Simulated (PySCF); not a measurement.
Cu(Cl)(OH2) (ClCuH₂O), SMILES [OH2]->[Cu][Cl], multiplicity 1. Coordinates come from a PBE-D3(BJ)/def2-TZVP optimisation. The multiplicity is an assumed one; other spin states were not compared.

Task: Give the equilibrium geometry at PBE-D3(BJ)/def2-TZVP (PySCF confirms it by a frequency run) as a Z-matrix, and its point group. (An estimate is asked for; the answer gives what the named calculation found.)

Result: point group Cs.
```
Cu
O 1 1.9579
H 2 0.9751 1 111.55
H 2 0.9751 3 106.30 1 121.81
Cl 1 2.0680 3 158.54 2 -179.64
```
Charge 0, spin multiplicity 1.
